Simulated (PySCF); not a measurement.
Species: C6H6P3 (charge -1).
SMILES: `C=Cc1ppc(C=C)[p-]1`

Method used: TDDFT CAM-B3LYP/def2-SVPD, vertical, gas phase, core orbitals frozen in the response (PySCF). One conformer (not necessarily the lowest) at the GFN2-xTB geometry, without solvent, vibrations or thermal averaging. Torsions of this conformer, `[CH2:1]=[CH:2][c:3]1[p:4][p:5][c:6]([CH:7]=[CH2:8])[p-:9]1`: C1–C2–C3–P4 180°, P5–C6–C7–C8 180°.

Computed states:

```tsv
state	E (eV)	f
S1	3.46	0.0003
S2	3.47	0.153
S3	3.96	0.0019
S4	4.09	0.273
S5	4.31	0.0000
S6	4.38	0.239
S7	5.11	0.0000
S8	5.16	0.012
```

Broadening: Gaussians 0.3 eV wide at half height, area fixed by f = 4.319×10⁻⁹ ∫ε dν̃. The width is an assumption, not a result. The curve ends short of the highest state used, and states not computed would add to its high-energy end.

(1) What does the envelope look like, and where are its maxima?

(2) Does any computed singlet lie in the visible range?

(3) Coming from long wavelengths, where does ε first pass 100 L mol⁻¹ cm⁻¹?

(4) On this curve, what absorbance would a 10⁻³ mol/L sample give at 405 nm over a 1 cm path?

## Answers

(1) 
| E (eV) | ε (L mol⁻¹ cm⁻¹) |
| --- | --- |
| 3.01 | 20 |
| 3.04 | 46 |
| 3.08 | 126 |
| 3.11 | 252 |
| 3.15 | 584 |
| 3.19 | 1224 |
| 3.22 | 1999 |
| 3.26 | 3528 |
| 3.30 | 5642 |
| 3.33 | 7520 |
| 3.37 | 10120 |
| 3.40 | 11852 |
| 3.44 | 13422 |
| 3.48 | 13773 |
| 3.51 | 13163 |
| 3.55 | 11371 |
| 3.59 | 8909 |
| 3.62 | 6971 |
| 3.66 | 4668 |
| 3.69 | 3340 |
| 3.73 | 2253 |
| 3.77 | 2040 |
| 3.80 | 2509 |
| 3.84 | 4070 |
| 3.87 | 6001 |
| 3.91 | 9574 |
| 3.95 | 14026 |
| 3.98 | 17580 |
| 4.02 | 21917 |
| 4.06 | 25016 |
| 4.09 | 26205 |
| 4.13 | 26313 |
| 4.16 | 25613 |
| 4.20 | 24374 |
| 4.24 | 23539 |
| 4.27 | 23400 |
| 4.31 | 23652 |
| 4.35 | 23736 |
| 4.38 | 23203 |
| 4.42 | 21300 |
| 4.45 | 18982 |
| 4.49 | 15079 |
| 4.53 | 10919 |
| 4.56 | 8050 |

Maxima: 357 nm (3.47 eV), ε about 14000, made up of S2 (100%); 302 nm (4.11 eV), ε about 26000, made up of S4 (91%); 286 nm (4.34 eV), ε about 24000, made up of S4 (15%) and S6 (85%) (hardly more than a shoulder) (ε in L mol⁻¹ cm⁻¹; maxima over ε = 5, shares over 10%).

(2) No computed singlet lies in the visible range (380 to 750 nm); the lowest, at 359 nm, stands 0.19 eV above its violet end (3.26 eV); a Tamm–Dancoff triplet lies at 527 nm, without intensity as long as spin–orbit coupling is left out.

(3) At about 404 nm (3.07 eV), 0.38 eV below S1.

(4) 405 nm is 3.061 eV, where ε is about 80 L mol⁻¹ cm⁻¹, so A = ε c l ≈ 0.08 (Beer–Lambert, with the gas-phase spectrum and the assumed width).

No detachment energy is given for this anion; states above it aren't bound, and a finite basis only mimics them.

The run took 65 s on Arm Neoverse V1, one thread, no GPU (shared host), and the process peaked at 1.1 GiB of memory.
